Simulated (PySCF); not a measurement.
## Exercise with solution: chemical shift, span and skew from a shielding tensor

1-chlorocyclobutene (C₄H₅Cl), SMILES C1CC(=C1)Cl. Atoms are numbered in the order given.

```xyz
10

Cl     0.0093    -1.7866     0.0000
C     -0.0610    -0.0632     0.0000
C     -1.0739     0.8344     0.0000
C     -0.1069     2.0083     0.0000
C      1.0562     0.9533     0.0000
H     -2.1695     0.7545     0.0000
H     -0.1374     2.6549    -0.9027
H     -0.1374     2.6549     0.9027
H      1.7001     0.9556    -0.9039
H      1.7001     0.9556     0.9039
```

The structure is a stationary point at PBE-D3(BJ)/def2-SVP.

GIAO shieldings from B3LYP/pcSseg-1 run with PySCF, non-relativistic, no solvent. The symmetric part of the tensor of C5 has the principal values 125.1, 127.6, 155.4 ppm. The same nucleus in TMS has σ = 181.3 ppm at this level (PySCF, at its B3LYP-D3(BJ)/def2-TZVP geometry). Without spin–orbit terms, shifts of atoms bonded to Cl or Br come out too high.

Work out the isotropic shielding, the ¹³C shift against TMS, the span and the skew.


σ(iso) = (σ11 + σ22 + σ33)/3 = 136.0 ppm. δ = σ(ref) − σ(iso) = 181.3 − (136.0) = 45.3 ppm.
Span Ω = σ33 − σ11 = 30.3 ppm. Skew κ = 3(σ(iso) − σ22)/Ω = 0.83. Tumbling in solution averages the tensor to δ; in a static solid the shielding alone would spread this spin-1/2 line over Ω.
